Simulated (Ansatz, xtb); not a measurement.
# CH5AlFSi: where a starting geometry ends

The starting geometry of this gas-phase doublet was built from a drawn formula by distance geometry and a force field; its bonds are those of `F[SiH][CH2][AlH2]`.

```yaml
atoms:
  - { symbol: C, position_ang: [-0.7642, 0.5352, -0.7400] }
  - { symbol: Al, position_ang: [-2.5108, 0.1931, 0.0097] }
  - { symbol: F, position_ang: [0.1063, -2.2411, -0.5351] }
  - { symbol: Si, position_ang: [0.4718, -0.6797, -0.0939] }
  - { symbol: H, position_ang: [0.5505, -0.5960, 1.4146] }
  - { symbol: H, position_ang: [-0.7807, 0.4743, -1.8851] }
  - { symbol: H, position_ang: [-0.4860, 1.5381, -0.4913] }
  - { symbol: H, position_ang: [-2.7810, 0.1937, 1.6173] }
  - { symbol: H, position_ang: [-3.7648, -0.2307, -0.9584] }
```

Q: Where would you expect an optimisation with r2SCAN-D4/def2-SVP to take it?

A: A new bond forms, giving a structure with F3 bridging Al2 and Si4, given below by its coordinates. Contacts that close: Al2–F3 (3.62 → 2.00 Å).

The energy falls by 0.53 eV over 15 steps:

```tsv
step	E − E(last) (eV)
1	0.529
3	0.359
4	0.343
6	0.288
7	0.238
9	0.087
10	0.022
12	0.000
13	0.000
15	0.000
```

Final geometry (Å):

```yaml
atoms:
  - { symbol: C, position_ang: [-0.6836, 0.7041, -0.7492] }
  - { symbol: Al, position_ang: [-2.3472, -0.2397, -0.0408] }
  - { symbol: F, position_ang: [-1.0455, -1.7447, 0.1393] }
  - { symbol: Si, position_ang: [0.3450, -0.7401, -0.2751] }
  - { symbol: H, position_ang: [1.0439, -0.6479, 1.0489] }
  - { symbol: H, position_ang: [-0.7745, 0.8734, -1.8347] }
  - { symbol: H, position_ang: [-0.3516, 1.6355, -0.2608] }
  - { symbol: H, position_ang: [-2.7705, 0.0792, 1.4574] }
  - { symbol: H, position_ang: [-3.3749, -0.7328, -1.1472] }
```

From the same start GFN2-xTB ends elsewhere, differing in Al2–Si4 (2.65 against 2.75 Å here), F3–Si4 (3.41 against 1.76 Å here).

No frequencies were run, so the end isn't proven a minimum. Open shells are spin-unrestricted. Run with Ansatz 0.2.0, 95 s on 2 threads of Arm Neoverse V2, on a shared host.
